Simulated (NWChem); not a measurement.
Program: NWChem. System: F₃Ge, charge 0, spin multiplicity 2, at a geometry optimised with UB3LYP/def2-SVP. The structure started from a generated list of species. Its SCF solution wasn't tested for a lower state. Level: UPBE0/def2-TZVP.

The NWChem input:

```
start mol
memory heap 200 mb stack 900 mb global 1100 mb
geometry units angstroms nocenter noautoz
  F      0.802762    -0.360441     1.391756
  Ge     0.000681     0.302564     0.000000
  F      0.802762    -0.360441    -1.391756
  F     -1.607946    -0.354901     0.000000
  symmetry group Cs
end
basis spherical
  * library def2-tzvp
end
dft
  xc pbe0
  odft
  mult 2
  semidirect memsize 60000000 filesize 0
  iterations 100
end
task dft energy
```

Part of the output:

```
             Northwest Computational Chemistry Package (NWChem) 7.3.0
             --------------------------------------------------------

                                NWChem Input Module
                                -------------------

 Scaling coordinates for geometry "geometry" by  1.889725989
 (inverse scale =  0.529177249)

 Turning off AUTOSYM since
 SYMMETRY directive was detected!

                             Geometry "geometry" -> ""
                             -------------------------

 Output coordinates in angstroms (scale by  1.889725989 to convert to a.u.)

  No.       Tag          Charge          X              Y              Z
 ---- ---------------- ---------- -------------- -------------- --------------
    1 F                    9.0000     0.80276200    -0.36044100     1.39175600
    2 Ge                  32.0000     0.00068100     0.30256400     0.00000000
    3 F                    9.0000     0.80276200    -0.36044100    -1.39175600
    4 F                    9.0000    -1.60794600    -0.35490100     0.00000000

 Effective nuclear repulsion energy (a.u.)     309.2941111287

            Nuclear Dipole moment (a.u.)
            ----------------------------
        X                 Y               Z
 ---------------- ---------------- ----------------
    -0.0000113384     0.0000018897     0.0000000000

      Symmetry information
      --------------------

 Group name             Cs
 Group number              2
 Group order               2
 No. of unique centers     3

      Symmetry unique atoms

     1    2    4


 Summary of "ao basis" -> "" (spherical)
 ------------------------------------------------------------------------------
       Tag                 Description            Shells   Functions and Types
 ---------------- ------------------------------  ------  ---------------------
 *                         def2-tzvp                  on all atoms

                                 NWChem DFT Module
                                 -----------------

 Summary of "ao basis" -> "ao basis" (spherical)
 ------------------------------------------------------------------------------
       Tag                 Description            Shells   Functions and Types
 ---------------- ------------------------------  ------  ---------------------
 F                         def2-tzvp                11       31   5s3p2d1f
 Ge                        def2-tzvp                16       48   6s5p4d1f

 Summary of "ao basis" -> "ao basis" (spherical)
 ------------------------------------------------------------------------------
       Tag                 Description            Shells   Functions and Types
 ---------------- ------------------------------  ------  ---------------------
 F                         def2-tzvp                11       31   5s3p2d1f
 Ge                        def2-tzvp                16       48   6s5p4d1f

      Symmetry analysis of basis
      --------------------------

        a'         84
        a"         57

            General Information
            -------------------
          SCF calculation type: DFT
          Wavefunction type:  spin polarized.
          No. of atoms     :     4
          No. of electrons :    59
           Alpha electrons :    30
            Beta electrons :    29
          Charge           :     0
          Spin multiplicity:     2
          Use of symmetry is: on ; symmetry adaption is: on
          Maximum number of iterations: 100
          AO basis - number of functions:   141
[...]
    51      0.194523  2 Ge py                34     -0.168086  2 Ge s
     7     -0.134201  1 F  py                86     -0.134201  3 F  py
   117     -0.133805  4 F  py                42     -0.131170  2 Ge py

 Vector   31  Occ=0.000000D+00  E= 3.661978D-02  Symmetry=a"
              MO Center= -1.7D-01,  6.4D-01, -5.9D-09, r^2= 3.6D+00
   Bfn.  Coefficient  Atom+Function         Bfn.  Coefficient  Atom+Function
  ----- ------------  ---------------      ----- ------------  ---------------
    52      1.063261  2 Ge pz                49      0.392945  2 Ge pz
     5     -0.350890  1 F  s                 84      0.350890  3 F  s
    43     -0.157490  2 Ge pz                69      0.147525  2 Ge d -1
   124     -0.147023  4 F  pz               118     -0.126127  4 F  pz
    13     -0.123353  1 F  py                92      0.123353  3 F  py

 Vector   32  Occ=0.000000D+00  E= 3.662912D-02  Symmetry=a'
              MO Center=  1.7D-01,  6.4D-01,  5.9D-09, r^2= 3.6D+00
   Bfn.  Coefficient  Atom+Function         Bfn.  Coefficient  Atom+Function
  ----- ------------  ---------------      ----- ------------  ---------------
    50      1.063320  2 Ge px               115      0.406186  4 F  s
    47      0.392933  2 Ge px                 5     -0.201649  1 F  s
    84     -0.201649  3 F  s                 41     -0.157484  2 Ge px
    68      0.147307  2 Ge d -2             123      0.141718  4 F  py
   122      0.130078  4 F  px                14      0.118998  1 F  pz

   alpha - beta orbital overlaps
   -----------------------------

   alpha      1      2      3      4      5      6      7      8      9     10
    beta      1      2      3      4      5      6      7      8      9     12
 overlap   1.000  1.000  1.000  1.000  1.000  1.000  0.999  0.999  1.000  1.000

   alpha     11     12     13     14     15     16     17     18     19     20
    beta     10     11     13     14     15     16     17     18     19     20
 overlap   1.000  1.000  0.998  0.998  1.000  0.998  0.998  1.000  1.000  1.000

   alpha     21     22     23     24     25     26     27     28     29     30
    beta     21     22     23     24     25     26     27     28     29     30
 overlap   0.992  0.982  0.982  0.991  0.974  0.974  0.990  0.990  1.000  0.991

   alpha     31     32     33     34     35     36     37     38     39     40
    beta     31     32     33     34     35     36     37     38     39     40
 overlap   0.996  0.996  0.995  0.908  0.914  0.993  0.993  0.994  0.994  0.989

   alpha     41     42     43     44     45     46     47     48     49     50
    beta     41     42     43     44     45     46     47     48     49     50
 overlap   0.999  0.999  1.000  1.000  1.000  0.999  0.999  1.000  0.998  0.999

   alpha     51     52     53     54     55     56     57     58     59     60
    beta     51     54     52     53     55     56     57     59     58     60
 overlap   0.999  0.992  0.998  0.998  0.945  0.945  0.985  0.942  0.942  0.989

   alpha     61     62     63     64     65     66     67     68     69     70
    beta     62     63     61     64     65     66     67     68     69     70
 overlap   0.986  0.986  1.000  0.998  0.998  0.999  1.000  1.000  1.000  1.000

   alpha     71     72     73     74     75     76     77     78     79     80
    beta     71     72     73     74     75     78     76     77     79     80
 overlap   1.000  1.000  0.999  0.999  1.000  1.000  0.999  0.999  1.000  0.999

   alpha     81     82     83     84     85     86     87     88     89     90
    beta     81     82     83     84     85     86     88     89     87     90
 overlap   0.999  1.000  0.999  0.999  0.999  0.999  1.000  1.000  1.000  1.000

   alpha     91     92     93     94     95     96     97     98     99    100
    beta     91     92     93     95     94     96     97     98     99    100
 overlap   1.000  1.000  1.000  1.000  1.000  1.000  1.000  1.000  1.000  1.000

   alpha    101    102    103    104    105    106    107    108    109    110
    beta    101    102    103    104    105    107    106    109    110    108
 overlap   1.000  1.000  0.996  0.993  0.993  0.810  0.810  0.753  0.753  0.996

   alpha    111    112    113    114    115    116    117    118    119    120
    beta    111    112    113    114    115    116    117    118    119    120
 overlap   0.990  0.814  0.815  0.982  0.986  0.997  0.997  0.996  0.996  1.000

   alpha    121    122    123    124    125    126    127    128    129    130
    beta    121    122    123    124    125    126    127    128    129    130
 overlap   0.999  0.999  1.000  1.000  1.000  1.000  1.000  1.000  1.000  1.000

   alpha    131    132    133    134    135    136    137    138    139    140
    beta    131    132    133    134    135    136    137    138    139    140
 overlap   1.000  1.000  1.000  1.000  1.000  1.000  1.000  1.000  1.000  1.000

   alpha    141
    beta    141
 overlap   1.000

     --------------------------
     Expectation value of S2:
     --------------------------
      <S2> =      0.7525 (Exact =     0.7500)

 center of mass
 --------------
 x =   0.00006245 y =   0.02782904 z =   0.00000000

 moments of inertia (a.u.)
 ------------------
         313.065940242776           0.490968365855           0.000000000000
           0.490968365855         525.680642460922           0.000000000000
           0.000000000000           0.000000000000         313.091467829807

     Multipole analysis of the density
     ---------------------------------

     L   x y z        total         alpha         beta         nuclear
     -   - - -        -----         -----         ----         -------
     0   0 0 0     -0.000000    -30.000000    -29.000000     59.000000

     1   1 0 0      0.001894     -0.000611      0.002516     -0.000011
     1   0 1 0      0.864132     -0.262033      1.126163      0.000002
     1   0 0 1     -0.000000     -0.000000      0.000000      0.000000

     2   2 0 0    -25.405521    -76.207740    -73.717618    124.519837
     2   1 1 0      0.008598      0.119339      0.123956     -0.234697
     2   1 0 1     -0.000000     -0.000000     -0.000000      0.000000
     2   0 2 0    -21.700819    -24.545559    -20.015609     22.860349
     2   0 1 1     -0.000000     -0.000000      0.000000      0.000000
     2   0 0 2    -25.405253    -76.201452    -73.711550    124.507749

 Task  times  cpu:        6.2s     wall:        6.2s

 Total times  cpu:        6.3s     wall:        6.3s
```
